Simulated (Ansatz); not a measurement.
A structure drawn as `O[SiH](F)[SiH2][SiH3]`, with this starting geometry:

```xyz
12

O    -1.356    2.371    1.017
Si   -0.992    0.808    0.853
F    -0.478    0.321    2.287
Si    0.652    0.417   -0.786
Si    0.828   -1.798   -0.847
H    -1.124    2.756    1.958
H    -2.236    0.072    0.502
H     0.216    0.980   -2.097
H     1.902    1.101   -0.366
H     1.794   -2.221   -1.859
H    -0.499   -2.439   -1.145
H     1.293   -2.368    0.482
```

The species carries charge 0 and has multiplicity 1.

**Question.** Relax it with Ansatz at PBE-D4/def2-SVP and then PBE0-D4/def2-TZVP. Is the drawn bonding still there?

**Answer.** Yes, every drawn bond is still there and no new one forms.

**Question.** Give the relaxed structure. (An estimate is asked.)

**Answer.** Computed: 
Z-matrix (Å, degrees):
```
Si
F 1 1.604
Si 1 2.346 2 106.4
O 1 1.636 2 110.1 3 -123.1
H 1 1.480 2 107.3 3 122.8
Si 3 2.339 1 110.9 2 49.1
H 3 1.490 1 108.8 2 170.7
H 3 1.492 1 108.8 2 -71.9
H 4 0.958 1 118.6 2 72.9
H 6 1.488 3 109.5 1 56.6
H 6 1.486 3 109.7 1 -62.9
H 6 1.487 3 110.8 1 176.5
```
All modes are real.

Atoms count as bonded under 1.1 times the sum of their covalent radii (H–H under 0.85 Å, pairs among N, O and F under 1.55 Å), and a drawn bond as lost past 1.3 times.
